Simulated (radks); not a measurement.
Values are calculated unless marked as measured or tabulated.
Ionisation of the titanium ion Ti2+, [Ar] 3d2, to Ti3+, [Ar] 3d1, under several functionals. Scalar-relativistic Kohn-Sham, spin-polarised, spherical densities, finite nucleus; open shells are filled with parallel spins first; a radial shooting solver on a logarithmic mesh with Libxc functionals.

functional                                      E(Ti2+) (hartree)  Exc (hartree)  IE (eV)  -e(HOMO) (eV)  <r> HOMO (bohr)  IE error (eV)
B86b exchange with PBE correlation                     -853.06450      -41.87652   27.601         20.432            1.420         +0.109
exchange-only B88                                      -852.19911      -40.98692   26.591         19.535            1.441         -0.901
exchange-only PBE                                      -851.98536      -40.76270   26.616         19.561            1.449         -0.876
Wu-Cohen GGA                                           -852.47301      -41.27533   27.578         20.406            1.415         +0.086
r2SCAN                                                 -853.02695      -41.83490   27.283         20.207            1.411         -0.209
RPBE                                                   -853.00839      -41.82057   27.502         20.325            1.422         +0.010
HCTH/407                                               -853.27995      -42.16022   27.920         20.633            1.382         +0.429
BP86                                                   -853.15815      -41.97375   27.597         20.436            1.413         +0.106
SOGGA                                                  -851.72006      -40.50340   27.438         20.278            1.418         -0.053
LDA (Slater exchange, Perdew-Wang correlation)         -850.96976      -39.73146   27.776         20.598            1.415         +0.285

NIST Atomic Spectra Database: 27.492 eV (measured). Closest: RPBE. The Delta-SCF values span 1.33 eV, the total energies 2.31 hartree. The highest occupied level is 3d. Open shells are spherical and high-spin; term and fine-structure splittings are not resolved.
